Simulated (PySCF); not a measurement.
# Electron correlation in Nb (niobium, neutral)

[Kr] 4d4 5p1, one real determinant (an excited configuration). Calculation: PySCF 2.14, in aug-cc-pVTZ-DK (9s8p6d3f2g, 102 functions); the spin-free X2C one-electron Hamiltonian (Gaussian nucleus). Frozen: [Kr]; 5 electrons correlated.

| level | correlation energy (mhartree) |
| --- | --- |
| CCSD | -55.59 |
| (T) | -2.90 |
| CCSD(T) | -58.49 |

Diagnostics: T1 = 0.027, D1 = 0.0788, largest double amplitude 0.123.

Task: Is a single reference adequate?

Result: Mostly. T1 lies below 0.03, but a double amplitude of this size points to a near-degeneracy that CCSD handles and MP2 describes poorly.

The reference is one real determinant that mixes LS terms of this configuration.
